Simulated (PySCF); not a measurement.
**Stationary points of ICl5**

All numbers come from B3LYP in PySCF with I def2-SVP with ECP28, Cl def2-SVP; scalar-relativistic core potentials, no spin–orbit coupling; density-fitted integrals.

Relaxations began from a few typed shapes. The search is not exhaustive: other isomers or separated fragments can lie lower, and high-lying points may rest on an excited occupation.

Which is the lowest minimum found?
A. singlet D3h: I–Cl 2.489 Å (×2), I–Cl 2.495 Å (×3); Cl–I–Cl 90.0° (×6), Cl–I–Cl 120.0° (×3), Cl–I–Cl 180.0°
B. singlet C4v: I–Cl 2.414 Å, I–Cl 2.481 Å (×4); Cl–I–Cl 90.0° (×4), Cl–I–Cl 90.4° (×4), Cl–I–Cl 179.2° (×2)

B. The others lie at 14.0 (singlet D3h) kJ/mol above it.

Counting electrons, iodine keeps 2 of its valence electrons outside its bonds, so the VSEPR class is AX5E1 and the expected shape is square pyramidal (C4v), as computed.
